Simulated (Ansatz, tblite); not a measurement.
Removing an electron: Sn3Me8 (C8H24Sn3). Charge 0, multiplicity 1. Geometry: PBE-D4/def2-SVP. Ansatz, gas phase; energy differences of separate SCF runs; the oxidised species was run as a doublet alone.

```xyz
35

Sn    1.402   -0.869   -1.664
C     2.682   -0.078   -3.254
C     2.572   -2.318   -0.519
C    -0.236   -1.959   -2.617
Sn    0.398    1.152    0.017
C     2.006    1.995    1.248
C    -0.378    2.813   -1.189
Sn   -1.649    0.130    1.659
C    -3.340    1.509    1.811
C    -2.399   -1.753    0.835
C    -0.933   -0.283    3.683
H     3.015   -0.908   -3.908
H     2.123    0.659   -3.863
H     3.572    0.418   -2.819
H     1.943   -2.785    0.264
H     3.435   -1.821   -0.035
H     2.949   -3.110   -1.196
H     0.177   -2.770   -3.249
H    -0.898   -2.402   -1.847
H    -0.833   -1.277   -3.253
H     2.799    2.412    0.596
H     1.601    2.805    1.887
H     2.445    1.212    1.895
H    -1.198    2.463   -1.845
H     0.433    3.231   -1.815
H    -0.766    3.607   -0.521
H    -3.742    1.733    0.804
H    -3.020    2.456    2.287
H    -4.140    1.050    2.425
H    -2.815   -1.590   -0.178
H    -1.577   -2.492    0.768
H    -3.195   -2.161    1.490
H    -1.765   -0.683    4.297
H    -0.116   -1.030    3.656
H    -0.553    0.645    4.153
```

In the def2 sets Sn takes a core potential; there is no spin–orbit coupling. The xTB rows come from tblite.

```tsv
level	−HOMO (eV)	vertical IE (eV)	−LUMO (eV)	HOMO–LUMO gap (eV)
GFN1-xTB	10.97	12.86	7.56	3.41
GFN2-xTB	10.13	11.93	7.32	2.81
PBE-D4/def2-SVP	5.21	7.31	0.78	4.43
PBE0-D4/def2-SVP	6.18	7.59	0.04	6.14
```

 Raw xTB energy differences between charge states are shifted by several eV; the methods need an empirical correction for them.
